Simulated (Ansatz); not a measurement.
Consider the formal hydrolysis of the Si–Al bond: `[NH2][AlH][SiH]([SiH3])Cl` + H₂O → `O[SiH]([SiH3])Cl` + `[NH2][AlH2]`.

Calculated with Ansatz (gas phase, PBE0-D4/def2-TZVP geometries, no zero-point term in ΔE). CCSD(T)/CBS is the MP2 limit (def2-TZVPP, def2-QZVPP) plus CCSD(T) − MP2 in def2-TZVPP, frozen cores. This one scheme is used for every species. Functionals use def2-TZVPP. Each species was taken in one conformer, which may not be the lowest.

| level | ΔE (eV) |
| --- | --- |
| PBE-D4 | -0.69 |
| r2SCAN-D4 | -0.89 |

**Question.** What does CCSD(T)/CBS give? (An estimate is asked.)

**Answer.** Ansatz gave: -0.87 eV. The listed levels differ from it by 0.18, -0.02 eV.

Largest T1 diagnostic among the species: 0.012.

In def2-TZVPP, CCSD(T) changes the Hartree–Fock value by +0.28 eV (the triples alone add +0.04 eV) and MP2 by +0.21 eV. The D4 term adds +0.07 eV with B3LYP and +0.04 eV with PBE0; it sums over pairs of atoms, weighted by their polarisabilities, and B3LYP, whose exchange is more repulsive, gets the larger term. From PBE to PBE0 (25 % exact exchange), in def2-TZVPP and without D4, ΔE moves by −0.05 eV.

B3LYP here is the variant with VWN-RPA as its local correlation; programs differ in this.
